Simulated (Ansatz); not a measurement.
`C[SiH2]N(C)[SiH3]` → `CN[SiH3]` + `C[SiH]`  (silylene formation by 1,1-elimination)

Computed with Ansatz on PBE0-D4/def2-TZVP structures; ΔE is electronic, products minus reactants. CCSD(T)/CBS is the MP2 limit (def2-TZVPP, def2-QZVPP) plus CCSD(T) − MP2 in def2-TZVPP, frozen cores. This one scheme is used for every species. DFT in def2-TZVPP. B3LYP here is the variant with VWN-RPA as its local correlation; programs differ in this. HSE06 is defined as in plane-wave codes. One conformer a species, not always the lowest.

```
           level  ΔE (eV)  difference from CCSD(T)/CBS
          PBE-D4     2.96                        -0.09
       r2SCAN-D4     3.19                         0.14
        B3LYP-D4     2.98                        -0.07
        HSE06-D4     3.08                         0.03
          revPBE     2.62                        -0.43
            PBE0     2.96                        -0.09
         LC-ωPBE     3.12                         0.07
CCSD(T)/def2-SVP     2.87                        -0.18
    HF/CBS(def2)     2.85                        -0.20
   MP2/CBS(def2)     3.27                         0.22
     CCSD(T)/CBS     3.05                            0
```

Largest T1 diagnostic among the species: 0.012.

In def2-TZVPP, CCSD(T) changes the Hartree–Fock value by +0.16 eV (the triples alone add +0.05 eV) and MP2 by +0.38 eV. Leaving LDA and LC-ωPBE aside and taking each functional with its dispersion term where it has one, the values, not all of them listed here, spread over 0.37 eV, from BLYP-D4 to r2SCAN0-D4. LDA lies +0.42 eV from PBE without D4.
